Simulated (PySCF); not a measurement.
**Mass spectrum arithmetic for `C/C=C\[Si@H](NC)NC(C)=O`**

Species: `C/C=C\[Si@H](NC)NC(C)=O`.

Calculated from tabulated atomic weights, isotope masses and abundances; no fragmentation.

Q: What are the average molar mass and the monoisotopic mass?

A: For C6H14N2OSi, with standard atomic weights, 6 × 12.011 + 1 × 28.085 + 2 × 14.007 + 1 × 15.999 + 14 × 1.008 = 158.276 g/mol. From the most abundant isotopes (12C, 28Si, 14N, 16O, 1H), 6 × 12.000000 + 1 × 27.976927 + 2 × 14.003074 + 1 × 15.994915 + 14 × 1.007825 = 158.0875 u.

Q: Give the isotope pattern of the molecular ion M+•, merging species of the same nominal mass.

A: 
```
nominal mass  m/z (centroid)  relative intensity
         158        158.0870               100.0
         159        159.0885                12.5
         160        160.0852                 4.2
         161        161.0875                 0.3
```

Lines under 0.1 % of the tallest are left out. One electron mass, 0.00055 u, is taken off. Abundances used (%; other tables differ somewhat): 12C 98.93, 13C 1.07; 28Si 92.2297, 29Si 4.6832, 30Si 3.0872; 14N 99.632, 15N 0.368; 16O 99.757, 17O 0.038, 18O 0.205; 1H 99.9885, 2H 0.0115.

Q: What resolving power m/Δm just matches the spacing of the species with one 29Si and with one 13C?

A: They lie 0.00379 u apart at mass 159.09, so m/Δm is about 42000.

Q: What is the composition by mass?

A: C 45.53 %, Si 17.74 %, N 17.70 %, O 10.11 %, H 8.92 %.

Q: Which singly substituted isotopologues are there?

A: Intensity in % of the monoisotopic species:

| isotope | mass shift (u) | m/z | intensity (%) |
| --- | --- | --- | --- |
| 15N | +0.99703 | 159.0840 | 0.74 |
| 29Si | +0.99957 | 159.0866 | 5.08 |
| 13C | +1.00335 | 159.0903 | 6.49 |
| 17O | +1.00422 | 159.0912 | 0.04 |
| 2H | +1.00628 | 159.0933 | 0.16 |
| 30Si | +1.99684 | 160.0838 | 3.35 |
| 18O | +2.00425 | 160.0912 | 0.21 |

Species under 0.02 % are left out.
